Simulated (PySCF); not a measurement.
## Structure elucidation problem

An unknown has the formula C6H10O. Its calculated NMR data are:

1H NMR (400 MHz, computed): δ 6.99 (m, 1H), 6.84 (m, 1H), 5.88 (m, 1H), 2.57 (sept, 1H), 1.10 (d, 6H).

13C{1H} NMR (computed): δ 208.4 (C), 140.9 (CH), 137.6 (CH2), 46.8 (CH), 20.0 (CH3, 2C).

- PBE0-D3(BJ)/def2-TZVP geometry
- σ from GIAO-B97-2/pcSseg-2
- program: PySCF
- isolated molecule, one conformer, rapidly exchanging positions averaged, no relativistic terms

References, each an isolated molecule treated in the same way: 1H (σref 31.64) and 13C (σref 185.38) against TMS.

Question: What is the structure?

Answer: 
- Rings plus π bonds: 2 (no ring in the answer).
- 5 carbon signals for 6 carbons: some carbons are equivalent by symmetry or fast rotation.
- Carbon types of the structure: 1 × C, 2 × CH, 1 × CH2, 2 × CH3, which accounts for all hydrogens.
- δC 208.4: ketone carbonyl carbon; low-lying n→π* states of the double bond to the heteroatom give a large paramagnetic term (-277 ppm).
- δC 140.9: α carbon of a C=C–C=O unit; the olefinic region.
- δC 137.6: β carbon of a C=C–C=O unit; conjugation with the carbonyl draws π density from the β position.
- δC 46.8: sp3 CH α to a carbonyl; α to the electron-withdrawing carbonyl group.
- δC 20.0: methyl carbon; a saturated carbon with 1 carbon neighbour and no heteroatom attached.
- δH 6.99, 5.88: hydrogen on a β carbon of a C=C–C=O unit; olefinic region.
- δH 2.57: hydrogen on an sp3 CH α to a carbonyl; α to C=O.

The compound is SMILES C=CC(=O)C(C)C.

The shifts were computed for this structure.

Shifts are as computed. Against solution values, carbons near 30 ppm lie about +3 ppm off and those near 130 ppm about +7 ppm. Of 1211 compounds with measured shifts, 218 miss one by over three times the rms of a fit or turn the order of signals round; such compounds aren't used in these exercises. Multiplicities follow the n + 1 count of equivalent neighbours, as no J values were calculated; m marks all less simple cases, F and P coupling included.
